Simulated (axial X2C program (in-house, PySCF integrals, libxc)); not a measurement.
**BaI⁻: properties at the nuclei**

Computed with an axial X2C code built on PySCF integrals: two-component X2C with atomic mean-field Coulomb and Gaunt terms, Gaussian nuclei, basis Ba dyall-acv3z, I dyall-acv3z with contracted cores.

R = 3.234 Å (near the PBE0 minimum at charge -1 of the determinant lowest at the starting distance; the state shown can have its own minimum elsewhere).

Determinant lowest in the PBE0 search, Ω = 0 (closed shell), highest spinor 75% Ba s, 11% Ba p, 6% Ba d:

```
 level  qzz Ba (a.u.)  qzz I (a.u.)
  PBE0          -1.85          0.35
    HF          -2.23         -0.05
   LDA          -1.63          0.35
r2SCAN          -1.87          0.31
 B3LYP          -1.87          0.21
```

qzz is the electric field gradient, eQq0 = 234.96 MHz × Q/barn × qzz. The operators were transformed with the bare-nucleus X2C matrices; with these basis sets, hyperfine constants and field gradients can be off by tens of per cent, and where levels differ in sign neither size nor sign is settled.

Task: With Q(137Ba) = 0.236 barn (Q from Pyykkö, Mol. Phys. 2018), turn the PBE0 values of the first state into constants in MHz.

Result: eQq0(137Ba) = 234.96 × (0.236) × (-1.85) = -103 MHz.

Each state is one determinant with collinear spin. For an anion, determinants above electron detachment, or with a positive highest level, are held by the basis set. The search compared states at one distance, so a state with another bond length can lie lower. Further determinants of the search, some of them spin-mixed, are not shown. Where a field gradient or hyperfine factor spreads by more than a factor of two over the levels, a constant derived from it is not to be relied on.
